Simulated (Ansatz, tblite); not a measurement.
Forces on Cu3O4⁻ at its B3LYP-D4/def2-SVPD geometry. The state is a singlet with charge -1.

The xTB rows come from tblite. At PBE-D4/def2-TZVPD the restricted singlet is unstable: a solution with broken spin symmetry lies lower. No other spin state of charge -1 was run. The geometry of the singlet was relaxed on an unsound state (restricted singlet, unstable towards broken spin symmetry at other levels and untested here). Another isomer (singlet) lies 1.29 eV lower at PBE-D4/def2-TZVPD; other spin states weren't run for this one.

GFN1-xTB (tblite), largest force 1.96 eV/Å:

```xyz
7
positions Å, forces eV/Å
Cu    1.706   -0.562    0.202   -0.515   -0.584   -0.223
Cu   -0.681    1.256   -0.039   -0.189    0.469   -0.270
Cu   -0.427   -1.732   -0.291    0.796    0.133    0.079
O    -1.496   -0.353    0.104    0.125    1.431   -0.080
O     1.243   -2.297    0.075    0.293   -0.540    0.017
O    -1.309    2.691   -0.722    0.686   -1.617    0.863
O     0.964    0.997    0.672   -1.194    0.707   -0.385
```

GFN2-xTB (tblite), largest force 2.64 eV/Å:

```
Cu -0.724 0.045 0.243
Cu -0.671 1.369 -0.323
Cu 0.225 0.566 0.464
O 1.302 0.301 -0.376
O -0.389 0.774 -0.150
O 0.996 -2.237 0.988
O -0.739 -0.818 -0.846
```

PBE-D4/def2-TZVPD (Ansatz), largest force 0.61 eV/Å:

```
Cu -0.595 0.126 -0.059
Cu 0.111 -0.194 0.007
Cu 0.201 0.560 0.125
O -0.080 -0.026 -0.074
O 0.197 -0.349 -0.019
O 0.083 -0.178 0.057
O 0.081 0.061 -0.037
```
